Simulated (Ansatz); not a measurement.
CH8Al2Ge, SMILES `[AlH2][CH2][AlH][GeH3]` at its PBE0-D4/def2-TZVP geometry, where that method's forces vanish. The species carries charge 0 and has multiplicity 1.

| atom | x (Å) | y (Å) | z (Å) |
| --- | --- | --- | --- |
| Al1 | 0.392 | -1.819 | 1.739 |
| C2 | -0.623 | -1.321 | 0.165 |
| Al3 | 0.208 | -0.124 | -1.111 |
| Ge4 | -0.040 | 2.331 | -0.886 |
| H5 | 0.344 | -0.899 | 3.033 |
| H6 | 1.296 | -3.124 | 1.723 |
| H7 | -1.538 | -0.830 | 0.521 |
| H8 | -0.871 | -2.246 | -0.370 |
| H9 | 1.095 | -0.718 | -2.290 |
| H10 | 1.319 | 3.028 | -0.657 |
| H11 | -0.949 | 2.746 | 0.289 |
| H12 | -0.635 | 2.977 | -2.155 |

(1) For each bond, give half the difference of the two atoms' forces along it (eV/Å; positive pushes the atoms apart) under PBE-D4, r2SCAN-D4, B3LYP-D4, ωB97M-V in def2-TZVPP. (Estimate.)

## Answers

(1) The calculation gave: 
```
   bond  length (Å)  PBE-D4  r2SCAN-D4  B3LYP-D4  ωB97M-V
 Al1–C2       1.938    0.03       0.01      0.10     0.07
 Al1–H5       1.588    0.04      -0.02     -0.09    -0.11
 Al1–H6       1.588    0.04      -0.02     -0.09    -0.11
 C2–Al3       1.936    0.06       0.03      0.07     0.04
  C2–H7       1.097    0.10       0.00     -0.06    -0.04
  C2–H8       1.097    0.10      -0.01     -0.06    -0.04
Al3–Ge4       2.479   -0.13      -0.04      0.02     0.01
 Al3–H9       1.591    0.05      -0.02     -0.12    -0.13
Ge4–H10       1.544    0.11      -0.03      0.01    -0.06
Ge4–H11       1.542    0.09      -0.04      0.01    -0.05
Ge4–H12       1.543    0.11      -0.03      0.01    -0.06
```

B3LYP here is the variant with VWN-RPA as its local correlation; programs differ in this.

Computed with Ansatz.
